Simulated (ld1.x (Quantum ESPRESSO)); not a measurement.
As, RRKJ: configuration errors across variants

arsenic, norm-conserving RRKJ (Kleinman–Bylander form), made with ld1.x (Quantum ESPRESSO) 7.5 (PBE, scalar-relativistic). Core [Ar], reference 3d10 4s2 4p1 (charge +2). Waves: 4s (bound): rc 1.50 bohr; 3d (bound): rc 0.85 bohr; 4p (bound): rc 1.75 bohr. Local part: the p channel. Core correction: Bessel-smoothed model core inside 0.80 bohr. rho0 = 0.02.

All-electron excitation energies from the reference (eV): (1) 3d10 4s2 4p3 -27.067; (2) 3d10 4s2 4p2 -17.918; (3) 3d10 4s2 4p0 27.703; (4) 3d10 4s1 4p4 -17.650; (5) 3d10 4s2 4p3.3 -28.301; (6) 3d9 4s2 4p3 23.763; (7) 3d10 4s2 4p2.5 -23.512.

1 further variants failed, have other tests or too few solved ones, and are left out.

A true bound ghost makes a file unfit for plane-wave use even where its test errors are small: the radial tests pick states by their node count and pass the ghost by.

Errors AE − PS in meV (a dash: test not solved or not reliable):

```tsv
change	(1)	(2)	(3)	(4)	(5)	(6)	(7)	bound ghosts
base	+4.5	+2.0	-9.1	+4.4	+5.4	-1337	+3.0	s
all radii but the core radius scaled by about 0.88 (s 1.32, p 1.54, d 0.74 bohr)	+7.8	+3.1	-7.6	+5.6	+9.2	-1349	+5.2	none
all radii but the core radius scaled by about 0.95 (s 1.42, p 1.66, d 0.80 bohr)	+5.3	+2.3	-8.7	+4.6	+6.4	-1359	+3.6	s
all radii but the core radius scaled by about 1.09 (s 1.64, p 1.92, d 0.92 bohr)	+5.0	+2.1	-9.3	+5.5	+6.0	-1222	+3.4	s
all radii but the core radius scaled by about 1.29 (s 1.94, p 2.26, d 1.10 bohr)	+8.1	+2.6	-12	+6.8	+10	-808	+4.9	none
all radii but the core radius scaled by about 1.37 (s 2.06, p 2.40, d 1.16 bohr)	+9.9	+2.5	-15	+6.3	+13	-612	+5.5	none
```

Question: Give the same row for: all radii but the core radius scaled by about 1.20 (s 1.80, p 2.08, d 1.02 bohr).

Answer: +6.4, +2.4, -9.9, +6.4, +7.8, -1026, +4.1; bound ghosts: none.
